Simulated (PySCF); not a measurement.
Isomers of C4H5F3, one GFN2-xTB conformer each. Single-point energies are computed at PBE0/pcSseg-1 (PySCF, gas phase, no added dispersion term), electronic only.

**Question.** Rank them by PBE0/pcSseg-1 energy, lowest first (kJ/mol).
A. `[F:1][CH:2]([F:3])[C@@H:4]1[CH2:5][C@@H:6]1[F:7]` with F1–C2–C4–C5 168°
B. 1,1,2-trifluoro-2-methylcyclopropane, `C[C@]1(F)CC1(F)F`

**Answer.** A (0.0), B (16.8).

GFN2-xTB itself gives, in the same order: 0.0, 12.4. Both levels put the same isomer lowest.

**Question.** Which frontier levels, dipoles and rotational constants go with these structures?

**Answer.** 
```tsv
SMILES	HOMO (eV, PBE0/pcSseg-1)	LUMO (eV)	dipole (D)	A, B, C (MHz)
FC(F)[C@@H]1C[C@@H]1F	-8.73	1.15	2.59	4413, 1866, 1541
C[C@]1(F)CC1(F)F	-8.18	1.26	2.43	3675, 2477, 1926
```

**Question.** As an exercise, what shares would exp(−E/RT) give at 2000 K from these electronic energies alone (no entropy, no degeneracies)?

**Answer.** RT = 16.629 kJ/mol: FC(F)[C@@H]1C[C@@H]1F 73.3 %, C[C@]1(F)CC1(F)F 26.7 %.
